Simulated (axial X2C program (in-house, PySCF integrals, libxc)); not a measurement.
# SrCr: cheaper levels and CCSD(T), 2c

Calculated with an in-house all-electron X2C program for linear molecules (integrals from PySCF). Two-component (2c) means X2C with spin–orbit coupling and atomic mean-field two-electron Coulomb and Gaunt terms. Basis: Sr dyall-cv3z [13s12p8d5f1g], Cr dyall-cv3z [9s10p6d3f2g] (cores contracted in-house); Gaussian nuclei, density fitting, unrestricted open shells. Masses: Sr 87.906 u, Cr 51.941 u.

State: Ω = 3 (⟨Sz⟩ = 3.00, ⟨Lz⟩ = 0.00 at HF); fragments Sr + Cr.

```csv
level,Re (Å),ωe (cm⁻¹),De (eV)
PBE0,3.343,99.9,0.454
MP2,3.494,88.5,0.214
CCSD,3.441,93.9,0.322
LDA,3.087,129.1,0.867
```

Correlated methods: 8 electrons correlated (number of frozen shells: Sr 4 s, 3 p, 1 d; Cr 3 s, 2 p), 328 virtual spin orbitals or spinors in MP2, 90 natural virtuals in coupled cluster.

CCSD(T), same Hamiltonian and basis:

Re = 3.375 Å, ωe = 101.8 cm⁻¹, De = 0.40 eV; T1 = 0.042 (Lee–Taylor normalisation).

(1) Give the differences from CCSD(T) in the columns below.

Occupations by symmetry block were frozen at the best pattern of an incomplete PBE0 search. De is counted from the lowest determinant-based energies of the atoms at the same level, without counterpoise correction. Density functionals use the spin component along the axis (collinear). CCSD and (T) use frozen natural virtuals with an MP2 correction for the truncation; (T) itself is uncorrected, so its De runs slightly low. Other states lie close and PBE0, whose exact exchange favours high spin, may order them wrongly; the determinant shown need not be the ground state. The nearest other 2c determinant of the search, Ω = 2, lies 0.47 eV up at the distance of the search. With several unpaired electrons one determinant need not be a pure state. The outer-core s and p shells of the metal are frozen in the correlated rows, which leaves out core–valence correlation; for alkali and alkaline-earth bonds that tends to lengthen them. Open-shell Ω = 0 determinants with evenly filled partner blocks cannot be reached by this program, so the Ω shown need not be the lowest component. The determinant is spin-polarised beyond a pure state at some levels (its spin-free form has ⟨S²⟩ too high), which makes Re and μ there less reliable. The T1 diagnostic is large, a sign of multireference character. With the outer-core shells frozen, correlated bond lengths of heavy atoms tend to come out a few hundredths of an ångström too long. The levels of this run spread widely (ωe from 89 to 129 cm⁻¹), so these constants depend on the method.

Answers

(1) 

```json
{"level": "PBE0", "ΔRe (Å)": "-0.032", "Δωe (cm⁻¹)": "-1.9", "ΔDe (eV)": "0.05"}
{"level": "MP2", "ΔRe (Å)": "0.119", "Δωe (cm⁻¹)": "-13.3", "ΔDe (eV)": "-0.19"}
{"level": "CCSD", "ΔRe (Å)": "0.066", "Δωe (cm⁻¹)": "-7.9", "ΔDe (eV)": "-0.08"}
{"level": "LDA", "ΔRe (Å)": "-0.288", "Δωe (cm⁻¹)": "27.3", "ΔDe (eV)": "0.47"}
```
